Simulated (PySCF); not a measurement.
A TDDFT job was run through a driver script with this input:

```
{"job": {"kind": "uv", "xc": "CAM-B3LYP", "basis": "def2-SVPD", "nstates": 8, "ntriplets": 3}, "charge": 0, "multiplicity": 1}
C     -2.523959    -0.107445     0.464402
C     -1.220424     0.152914    -0.284687
N     -0.298659    -0.993608    -0.236778
C     -0.393333     1.318682     0.248237
Ga     1.360459     0.822639    -0.659727
N      2.629223    -0.734365     0.196664
H     -3.174222     0.761011     0.394110
H     -3.052138    -0.966038     0.048449
H     -2.324776    -0.298397     1.519464
H     -1.437996     0.333457    -1.344328
H     -0.244225    -1.297702     0.735349
H     -0.671949    -1.776408    -0.770598
H     -0.859195     2.276103    -0.003154
H     -0.359293     1.271019     1.344993
H      2.557311     1.830901    -0.448294
H      1.357701     0.308458    -2.118139
H      3.478079    -0.632084    -0.356172
H      2.293538    -1.688195     0.092064
H      2.874055    -0.571690     1.170683
```

Output:

```
coarse grid: 65336 points
cycle   1  E = -2156.0115043765  dE = -1.045e-01  |g| = 6.144e-01  |ddm| = 6.049e+00
cycle   2  E = -2156.0281218096  dE = -1.662e-02  |g| = 6.123e-01  |ddm| = 1.590e+00
cycle   3  E = -2156.0857856733  dE = -5.766e-02  |g| = 5.620e-02  |ddm| = 7.652e-01
cycle   4  E = -2156.0863579668  dE = -5.723e-04  |g| = 1.878e-02  |ddm| = 1.239e-01
cycle   5  E = -2156.0864364526  dE = -7.849e-05  |g| = 5.622e-03  |ddm| = 4.343e-02
cycle   6  E = -2156.0864441048  dE = -7.652e-06  |g| = 1.228e-03  |ddm| = 1.291e-02
final grid: 138736 points
cycle   7  E = -2156.0864135765  dE = -1.837e-07  |g| = 1.187e-03  |ddm| = 8.917e-03
cycle   8  E = -2156.0864135196  dE =  5.687e-08  |g| = 1.313e-03  |ddm| = 3.685e-03
cycle   9  E = -2156.0864139139  dE = -3.943e-07  |g| = 7.913e-05  |ddm| = 1.650e-03
cycle  10  E = -2156.0864139153  dE = -1.376e-09  |g| = 2.167e-05  |ddm| = 1.593e-04
cycle  11  E = -2156.0864139154  dE = -1.819e-10  |g| = 1.069e-05  |ddm| = 1.052e-04
converged SCF energy = -2156.0864139154

Static polarisability (au): isotropic 90.967, principal 80.188 86.673 106.041

Singlet excitations
state   eV       nm        f      main configurations
  1   5.3497    231.8   0.03223   H->L 0.93
  2   6.0210    205.9   0.00979   H-1->L 0.86
  3   6.2243    199.2   0.02410   H->L+1 0.64, H->L+2 0.09
  4   6.4282    192.9   0.02214   H->L+2 0.69, H-2->L 0.11
  5   6.6834    185.5   0.13454   H-1->L+1 0.31, H-2->L 0.23, H->L+3 0.12
  6   6.8791    180.2   0.02319   H->L+3 0.41, H-1->L+1 0.23, H->L+5 0.12
  7   6.9954    177.2   0.01866   H->L+3 0.27, H-2->L 0.16, H->L+5 0.13
  8   7.0904    174.9   0.01363   H-1->L+2 0.41, H->L+5 0.32

Triplet excitations (Tamm-Dancoff, eV): 5.1988 5.8991 6.0250
```

Method used: TDDFT CAM-B3LYP/def2-SVPD, vertical, gas phase, core orbitals frozen in the response (PySCF 2.14.0, density-fitted response routines). The structure is a single GFN2-xTB conformer in the gas phase; no vibrational or solvent corrections. The CAM-B3LYP/def2-SVPD calculation is non-relativistic and has no spin–orbit coupling, an omission that weighs most on gallium.

(1) Give the mean polarisability in Å³.

(2) What transition dipole goes with state 5?

(3) What is the polarisability anisotropy, √(½[(α1 − α2)² + (α2 − α3)² + (α3 − α1)²])?

(4) What share of the summed oscillator strength falls to the strongest level in this window?

(5) How much of the mean polarisability do the listed states account for?

(6) Write the structure that the coordinates describe.

## Answers

(1) 90.97 au × 0.148185 = 13.48 Å³.

(2) |μ|² = 3f / (2ΔE) = 3 × 0.1345 / (2 × 0.2456) ≈ 0.822 au, so |μ| = 2.30 D.

(3) 23.30 au.

(4) State 5 at 186 nm: 0.1345 of 0.2783, or 48%.

(5) The sum over states Σ f/ΔE² (ΔE in hartree) gives 4.97 au, 5% of the total; the rest comes from higher roots of the same response equations.

(6) `C[C@H](N)[CH2][GaH2-][NH3+]` (C3H13GaN2), point group C1.

The SCF starts on a coarse grid; the energy jumps when the final grid takes over, and dE counts afresh there. H and L stand for HOMO and LUMO.

The values belong to the conformer `[CH3:1][C@H:2]([NH2:3])[CH2:4][GaH2-:5][NH3+:6]`: C1–C2–C4–Ga5 163°, C2–C4–Ga5–N6 -80°, H–N3–C2–C1 -48°, H–N3–C2–C1 68°.

Without π bonds the low states are Rydberg-like; a valence basis with one diffuse set may place them up to an eV too high.
